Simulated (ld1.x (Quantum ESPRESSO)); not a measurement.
**How hard is this Rb (Z = 37) TM potential?**

Rb, norm-conserving Troullier–Martins (Kleinman–Bylander form), made with ld1.x (Quantum ESPRESSO) 7.5 (PBEsol, scalar-relativistic). Core [Ar] 3d10, reference 4s2 4p6 5s0.75 5p0.25. Waves: 4s (bound): rc 1.65 bohr; 4p (bound): rc 1.55 bohr; 4d channel at 0.2 Ry: rc 1.60 bohr; 4f channel at 0.2 Ry: rc 1.75 bohr. Local part: all-electron potential smoothed inside 1.35 bohr (lloc = -2). Core correction: a·sin(br)/r model core, default radius (core density twice the valence density).

Occupied shells without a wave of their own: 5p, 5s. They enter only through the test configuration that unscreens the potential, and ld1.x also counts them in the model core charge.

The pseudo-atom Hamiltonian at the reference potential is diagonalised in spherical Bessel functions j_l(qr) that vanish at 20 bohr, with q² up to the cutoff. All-electron valence levels (Ry): 4s -2.3728, 5s -0.1762, 4p -1.2017, 5p -0.0671.

Task: How do the lowest levels (Ry) of each channel move with the cutoff, and are there ghosts?

Result:

```csv
cutoff (Ry),s #1,s #2,p #1,p #2,d #1,d #2,f #1,f #2,Σ f·Δε (mRy)
8,-2.1871,-0.1702,-1.1444,-0.0642,-0.0049,0.0702,0.0716,0.1863,722.7
12,-2.2654,-0.1731,-1.1798,-0.0661,-0.0071,0.0666,0.0716,0.1863,350.8
18,-2.3441,-0.1771,-1.1824,-0.0662,-0.0081,0.0650,0.0716,0.1863,175.1
21,-2.3569,-0.1777,-1.1862,-0.0663,-0.0083,0.0647,0.0716,0.1863,126.2
30,-2.3629,-0.1780,-1.1980,-0.0667,-0.0086,0.0643,0.0716,0.1863,42.8
40,-2.3664,-0.1784,-1.2010,-0.0668,-0.0088,0.0640,0.0716,0.1863,17.7
50,-2.3711,-0.1788,-1.2011,-0.0668,-0.0089,0.0639,0.0716,0.1863,7.1
60,-2.3723,-0.1789,-1.2013,-0.0668,-0.0089,0.0639,0.0716,0.1863,3.6
70,-2.3724,-0.1789,-1.2015,-0.0668,-0.0089,0.0639,0.0716,0.1863,1.8
90,-2.3727,-0.1789,-1.2017,-0.0668,-0.0089,0.0639,0.0716,0.1863,0.5
110,-2.3728,-0.1789,-1.2017,-0.0668,-0.0089,0.0639,0.0716,0.1863,0.1
400,-2.3729,-0.1789,-1.2017,-0.0668,-0.0089,0.0639,0.0716,0.1863,0.0
```

Result: no extra level below or beside the all-electron valence levels (s, p, d, f tested); 10 mRy is reached at 50 Ry and 1 mRy at 90 Ry.

ld1.x takes every shell without a wave as core, so the model core holds the 5p, 5s electrons as well and exchange and correlation see them twice. This cancels in the reference configuration, but the file is broken for other ones, and its errors say nothing about a proper core correction.
